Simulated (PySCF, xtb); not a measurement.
germylmethylsilane (CH8GeSi), SMILES [SiH3][CH2][GeH3].

GFN2-xTB (xtb 6.7.1) at its own geometry gives an orbital gap of 5.94 eV and a dipole moment of 0.91 D.

Geometry: B3LYP-D3(BJ)/def2-SVP.

Q: What does PySCF with PBE/def2-TZVP give? (Estimate from the structure and the level; the computed values follow.)

A: gap 6.92 eV (levels -7.40 and -0.48 eV), dipole 0.82 D.
